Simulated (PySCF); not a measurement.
thiadiazoloquinoxaline (C8H4N4S), SMILES c1cnc2cc3nsnc3cc2n1.

Geometry: PBE0-D3(BJ)/def2-SVP.

Method: r2SCAN/def2-SVP in PySCF.

Gas-phase values at a fixed geometry.

| Property | Result |
|---|---|
| total energy | -923.60676 hartree |
| point group | C2v |
| highest occupied level | -6.16 eV |
| lowest empty level | -3.93 eV |
| orbital gap | 2.24 eV |
| dipole moment | 0.225 e·Å |
| quadrupole, principal values (traceless, Buckingham form, about the centre of nuclear charge) | -12.70, -3.22, 15.92 D·Å |
| mean static polarisability | 133.7 bohr³ (19.81 Å³) |
| polarisability, principal values | 52.8, 115.1, 233.2 bohr³ |
